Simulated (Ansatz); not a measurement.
A nudged elastic band was laid between two geometries of CH10Al2Si3 (16 atoms, charge 0, multiplicity 1).

All numbers below come from UHF/STO-3G in Ansatz.

* movable images: 9
* climbing image: yes
* spring: 5.0 eV/Å²
* optimiser: quadratic models (default)
* start path: through a guess of the saddle point
* force threshold: 0.05 eV/Å
* iteration limit: 60
* end points: relaxed

Image 0:

```xyz
16
Properties=species:S:1:pos:R:3
C -0.211 -1.350 2.707
Al 0.005 -0.541 0.993
Si 1.655 -1.018 -0.530
Al 1.187 0.325 -2.331
Si -0.719 1.554 -1.936
Si -1.392 1.097 0.174
H 0.231 -2.336 2.769
H 0.263 -0.750 3.476
H -1.251 -1.448 2.994
H 2.957 -0.764 0.000
H 1.670 -2.401 -0.886
H 1.980 0.417 -3.579
H -0.527 2.960 -2.094
H -1.767 1.221 -2.847
H -1.334 2.291 0.956
H -2.769 0.721 0.178
```

Image 10:

```xyz
16
Properties=species:S:1:pos:R:3
C -0.656 -1.753 2.573
Al -0.157 -0.513 1.218
Si 1.696 -0.870 -0.161
Al 1.486 0.266 -2.276
Si -0.530 1.357 -1.865
Si -1.135 1.344 0.319
H -0.851 -2.736 2.161
H 0.131 -1.880 3.308
H -1.546 -1.455 3.112
H 2.681 1.148 -2.264
H 2.834 -1.468 0.493
H 1.420 -0.807 -3.298
H -0.598 2.721 -2.287
H -1.643 0.751 -2.529
H -0.612 2.486 1.000
H -2.544 1.388 0.541
```

Task: What changes between the two ends?

Result: Bonds broken: Si3–H10. Bonds formed: Al4–H10.

Task: What energy profile does the band end with?

Result: The run converged. The highest image is number 7 of 0 to 10, 2.31 eV above the first end and 0.07 eV above the last; the last end lies 2.24 eV above the first. A vibrational analysis at the climbing image gives one clearly imaginary mode, 358i cm⁻¹: a first-order saddle point. The orbitals stay closed-shell, which can raise the energy where a bond breaks towards radicals; this wasn't checked here. Limits of this set-up: minimal basis.

```json
{"image": "0", "path coordinate (Å)": "0.00", "energy (eV)": "0.00", "Si3–H10 (Å)": "1.43", "Al4–H10 (Å)": "3.12"}
{"image": "1", "path coordinate (Å)": "0.63", "energy (eV)": "0.00", "Si3–H10 (Å)": "1.43", "Al4–H10 (Å)": "3.10"}
{"image": "2", "path coordinate (Å)": "1.25", "energy (eV)": "0.01", "Si3–H10 (Å)": "1.43", "Al4–H10 (Å)": "3.09"}
{"image": "3", "path coordinate (Å)": "1.88", "energy (eV)": "0.03", "Si3–H10 (Å)": "1.43", "Al4–H10 (Å)": "3.04"}
{"image": "4", "path coordinate (Å)": "2.50", "energy (eV)": "0.21", "Si3–H10 (Å)": "1.43", "Al4–H10 (Å)": "2.74"}
{"image": "5", "path coordinate (Å)": "3.13", "energy (eV)": "0.83", "Si3–H10 (Å)": "1.48", "Al4–H10 (Å)": "2.20"}
{"image": "6", "path coordinate (Å)": "3.75", "energy (eV)": "1.99", "Si3–H10 (Å)": "1.92", "Al4–H10 (Å)": "1.63"}
{"image": "7", "path coordinate (Å)": "4.38", "energy (eV)": "2.31", "Si3–H10 (Å)": "2.56", "Al4–H10 (Å)": "1.51"}
{"image": "8", "path coordinate (Å)": "5.30", "energy (eV)": "2.25", "Si3–H10 (Å)": "3.03", "Al4–H10 (Å)": "1.49"}
{"image": "9", "path coordinate (Å)": "6.22", "energy (eV)": "2.25", "Si3–H10 (Å)": "3.06", "Al4–H10 (Å)": "1.49"}
{"image": "10", "path coordinate (Å)": "7.14", "energy (eV)": "2.24", "Si3–H10 (Å)": "3.08", "Al4–H10 (Å)": "1.49"}
```

Task: What is the geometry of the highest image?

Result: 
```xyz
16
Properties=species:S:1:pos:R:3:forces:R:3
C -0.489 -1.593 2.682 0.01 -0.01 0.01
Al -0.177 -0.598 1.088 0.00 0.01 -0.01
Si 1.355 -1.291 -0.538 0.00 0.00 0.01
Al 1.470 0.348 -2.208 0.00 0.00 -0.01
Si -0.573 1.389 -1.932 -0.01 0.00 0.00
Si -1.180 1.279 0.245 0.00 0.00 0.00
H -0.449 -2.663 2.520 0.00 0.00 0.00
H 0.265 -1.368 3.428 0.00 0.00 -0.01
H -1.448 -1.375 3.134 0.00 0.00 0.00
H 2.463 0.909 -1.220 0.00 0.00 0.00
H 2.377 -2.181 -0.050 0.01 0.00 0.00
H 1.966 -0.084 -3.532 0.00 0.00 0.00
H -0.638 2.758 -2.333 0.00 0.00 0.00
H -1.646 0.770 -2.647 0.00 0.00 0.00
H -0.725 2.425 0.966 0.00 0.00 0.00
H -2.594 1.253 0.440 0.00 0.00 0.00
```

Task: What are the harmonic wavenumbers there?

Result: 358i, 33, 37, 99, 169, 193, 238, 245, 425, 447, 469, 499, 524, 575, 603, 638, 718, 756, 800, 829, 865, 875, 907, 944, 966, 985, 1032, 1251, 1281, 1660, 1869, 1873, 2509, 2681, 2802, 2822, 2831, 2853, 2862, 3537, 3710, 3727 cm⁻¹.

Time of the run: 6 min on 1 thread of Intel(R) Xeon(R) Platinum 8375C CPU @ 2.90GHz (Ice Lake), with other jobs on the host, peak memory 0.25 GiB.
